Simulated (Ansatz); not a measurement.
C₂H₄Br₂ (`CC(Br)Br`). Charge 0, multiplicity 1.

```xyz
8

C     0.2505    0.7442   -0.3052
C    -0.0478   -0.6100    0.2724
Br   -0.8113   -1.7855   -1.0688
Br   -1.2186   -0.4669    1.8126
H    -0.6617    1.2275   -0.6553
H     0.7124    1.3745    0.4577
H     0.9392    0.6405   -1.1463
H     0.8374   -1.1243    0.6329
```

Question: List the harmonic frequencies (cm⁻¹, unscaled) at PBE0-D4/def2-TZVP in Ansatz. (Best estimate.)

Answer: Computed: 170, 259, 285, 343, 559, 629, 980, 1060, 1102, 1196, 1284, 1405, 1469, 1476, 3059, 3138, 3150, 3175.

Question: Is this a minimum?

Answer: Yes, all 18 modes are real.

Question: Give the ideal-gas thermochemistry at 298.15 K and 1 bar (rigid rotor, harmonic oscillator; point group Cs, symmetry number 1).

Answer: Zero-point energy 148.0 kJ/mol; H(298) − E = 164.1 kJ/mol; entropy 326.4 J/(mol·K), of which translation 174.2, rotation 118.4, vibration 33.8; G(298) − E = 66.8 kJ/mol.

Question: And at 400, 500, 600, 800 and 1000 K?

Answer: 
```csv
T (K),H − E (kJ/mol),S (J/mol/K),G − E (kJ/mol)
400,172.7,351.2,32.3
500,182.5,373.0,-4.0
600,193.4,392.9,-42.3
800,217.8,427.9,-124.5
1000,244.9,458.0,-213.1
```
